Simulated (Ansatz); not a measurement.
(ClAlO)4 cubane (Al₄Cl₄O₄). Charge 0, multiplicity 1. Geometry PBE-D4/def2-SVP, basis def2-TZVP, Ansatz.

```tsv
atom	x (Å)	y (Å)	z (Å)
Al1	-0.492	0.952	1.222
Cl2	-1.122	2.171	2.789
O3	0.780	1.403	-0.066
Al4	1.599	-0.263	0.128
Cl5	3.648	-0.600	0.291
O6	0.313	-0.722	1.400
Al7	-0.790	-1.419	0.067
Cl8	-1.801	-3.238	0.152
O9	-1.580	0.260	-0.127
Al10	-0.317	0.730	-1.417
Cl11	-0.724	1.667	-3.233
O12	0.486	-0.941	-1.208
```

```json
{"run": "A", "HOMO (eV)": "-8.35", "LUMO (eV)": "-2.79"}
{"run": "B", "HOMO (eV)": "-9.88", "LUMO (eV)": "-1.95"}
{"run": "C", "HOMO (eV)": "-10.13", "LUMO (eV)": "-1.71"}
{"run": "D", "HOMO (eV)": "-8.21", "LUMO (eV)": "-2.66"}
{"run": "E", "HOMO (eV)": "-8.76", "LUMO (eV)": "-2.38"}
```

Task: The runs used BLYP, PBE, PBE0, r2SCAN, r2SCAN0. Estimate which is which.

Result: A PBE (0 % exact exchange); B PBE0 (25 % exact exchange); C r2SCAN0 (25 % exact exchange); D BLYP (0 % exact exchange); E r2SCAN (0 % exact exchange). Exact exchange lowers occupied and raises empty levels; among semilocal functionals meta-GGAs tend to open the gap a little, and such runs are hard to tell apart. The gap grows from 5.55 eV (BLYP) to 8.42 eV (r2SCAN0).
